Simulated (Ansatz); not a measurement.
```xyz
9

O     1.520    1.201    0.201
Sb    1.478   -0.788    0.294
Si   -1.000   -0.877   -0.470
Se   -1.896    1.161   -0.019
H     2.276    1.494   -0.314
H     0.969   -0.793    1.928
H    -1.735   -1.933    0.276
H    -1.072   -1.217   -1.917
H    -0.540    1.751    0.021
```

The species carries charge 0 and has multiplicity 1. Sb: def2 effective core potential.

Q: List the B3LYP/def2-TZVPP orbital energies in eV (Ansatz 0.2.0). (Estimate.)

A: Ansatz gave: Occupied: -12350.70, -1799.51, -1580.04, -1418.20, -1418.18, -1418.13, -520.67, -212.35, -156.40, -156.34, -156.17, -155.95, -144.00, -107.78, -107.68, -107.59, -99.35, -99.31, -99.29, -57.20, -57.18, -57.03, -56.98, -56.95, -35.93, -35.81, -35.74, -35.68, -35.63, -26.86, -19.10, -16.14, -14.00, -12.54, -10.73, -10.35, -9.68, -9.28, -8.72, -8.05, -7.08, -6.49. Lowest empty: -1.87, -0.84, -0.19, 0.38, 0.87, 1.00, 1.32, 1.74.

B3LYP here is the variant with VWN-RPA as its local correlation; programs differ in this.
